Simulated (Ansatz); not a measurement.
C3H8SSi can be A, `C[SiH2]C(C)=S`, or B, `C1CSC[SiH2]1`.

Computed with Ansatz on PBE0-D4/def2-TZVP structures; ΔE is electronic, products minus reactants. CBS: MP2 limit from def2 TZ/QZ plus the TZ coupled-cluster correction, frozen cores. DFT in def2-TZVPP. B3LYP here is the variant with VWN-RPA as its local correlation; programs differ in this. One conformer a species, not always the lowest.

A:

Z-matrix (Å, degrees):
```
C
Si 1 1.857
H 1 1.093 2 110.2
H 1 1.091 2 110.6 3 120.3
H 1 1.091 2 110.6 3 -120.3
C 2 1.897 1 112.7 3 179.9
H 2 1.492 1 111.6 3 -59.9
H 2 1.492 1 111.6 3 59.8
S 6 1.620 2 119.8 1 -0.4
C 6 1.491 2 117.5 1 179.7
H 10 1.090 6 111.9 2 180.0
H 10 1.096 6 109.9 2 58.0
H 10 1.096 6 109.9 2 -58.1
```

B:

Z-matrix (Å, degrees):
```
C
Si 1 1.887
C 1 1.527 2 106.2
H 1 1.093 2 108.8 3 -118.2
H 1 1.093 2 112.8 3 122.3
C 2 1.891 1 100.3 3 12.9
H 2 1.487 1 112.3 3 131.5
H 2 1.490 1 112.9 3 -105.8
S 3 1.813 1 110.2 2 -39.4
H 3 1.092 1 112.7 2 -157.9
H 3 1.094 1 111.0 2 81.4
H 6 1.093 2 112.6 1 -103.8
H 6 1.091 2 112.2 1 133.8
```

(1) Which isomer does CCSD(T)/CBS put lower? Give the gap. (Estimate.)

(2) Give E(B) − E(A) in kcal/mol with MP2/def2-TZVPP, CCSD(T)/def2-SVP, B2PLYP, CCSD(T)/def2-TZVPP, B3LYP-D4, HF/def2-TZVPP, CCSD/def2-TZVPP. (Best estimate.)

(3) Does the order hold for the free energy at 298.15 K (harmonic terms from PBE0-D4)? (An estimate is asked.)

Largest T1 diagnostic: 0.014.

Answers

(1) The calculation gave: B, by 12.0 kcal/mol.

(2) Ansatz gave: MP2/def2-TZVPP -13.1, CCSD(T)/def2-SVP -7.8, B2PLYP -9.6, CCSD(T)/def2-TZVPP -11.2, B3LYP-D4 -9.3, HF/def2-TZVPP -9.4, CCSD/def2-TZVPP -11.9. None reverses the order clearly.

(3) Ansatz gave: Yes: G(B) − G(A) = -7.8 kcal/mol, for one conformer each. Modes under 60 cm⁻¹, often nearly free rotors, make the harmonic entropy too high.

The D4 term adds −1.2 kcal/mol with B3LYP and −0.5 kcal/mol with PBE0; it sums over pairs of atoms, weighted by their polarisabilities, and B3LYP, whose exchange is more repulsive, gets the larger term. In def2-TZVPP, CCSD(T) changes the Hartree–Fock value by −1.8 kcal/mol (the triples alone add +0.7 kcal/mol) and MP2 by −3.7 kcal/mol.
